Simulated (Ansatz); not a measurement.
Calculated with Ansatz (gas phase, PBE0-D4/def2-TZVP geometries, no zero-point term in ΔE). CBS: MP2 limit from def2 TZ/QZ plus the TZ coupled-cluster correction, frozen cores. This one scheme is used for every species. Elements past krypton have def2 core potentials. For Sn outer-core shells are correlated without core-valence functions, which leaves a few kJ/mol of doubt a bond. Each species was taken in one conformer, which may not be the lowest.

Reaction (formal exchange of groups at the Sn–S bond): `[CH3][SnH]([F])[SH]` + `CCl` → `[CH3][SnH]([F])[CH2]Cl` + H₂S

`[CH3][SnH]([F])[SH]`:

```xyz
9

C    -1.153   -0.703    0.064
Sn    0.313    0.822    0.231
F     1.066    0.538    1.985
S     2.089    0.564   -1.342
H    -1.617   -0.668   -0.921
H    -0.670   -1.669    0.208
H    -1.911   -0.560    0.834
H    -0.167    2.454    0.224
H     2.049   -0.778   -1.284
```

`CCl`:

Z-matrix (Å, degrees):
```
C
Cl 1 1.773
H 1 1.088 2 108.6
H 1 1.087 2 108.7 3 -120.0
H 1 1.088 2 108.7 3 120.0
```

`[CH3][SnH]([F])[CH2]Cl`:

Cartesian coordinates in Å:
```
C -0.307 -1.791 -0.091
Sn -0.753 0.281 -0.173
F -1.936 0.618 1.322
C 0.963 1.503 0.254
Cl 2.199 1.162 -0.990
H 0.541 -2.009 -0.740
H -0.055 -2.057 0.935
H -1.170 -2.373 -0.413
H -1.603 0.837 -1.542
H 1.390 1.265 1.226
H 0.730 2.564 0.213
```

H₂S:

```xyz
3

S     0.368    0.388   -0.313
H     0.569   -0.781    0.313
H    -0.937    0.392    0.000
```

```csv
species,HF/def2-TZVPP energy (Eh)
`[CH3][SnH]([F])[SH]`,-751.23388
`CCl`,-499.14095
`[CH3][SnH]([F])[CH2]Cl`,-851.62931
H₂S,-398.70765
```

Task: Work out ΔE.

Result: ΔE = (-851.62931) + (-398.70765) − (-751.23388) − (-499.14095) = 0.03787 Eh = +23.8 kcal/mol. CCSD(T)/CBS gives +20.5 kcal/mol.

Largest T1 diagnostic among the species: 0.013.

The D4 term adds −0.7 kcal/mol with B3LYP and −0.4 kcal/mol with PBE0; it sums over pairs of atoms, weighted by their polarisabilities, and B3LYP, whose exchange is more repulsive, gets the larger term. In def2-TZVPP, CCSD(T) changes the Hartree–Fock value by −4.0 kcal/mol (the triples alone add −0.2 kcal/mol) and MP2 by −3.4 kcal/mol.

B3LYP here is the variant with VWN-RPA as its local correlation; programs differ in this.
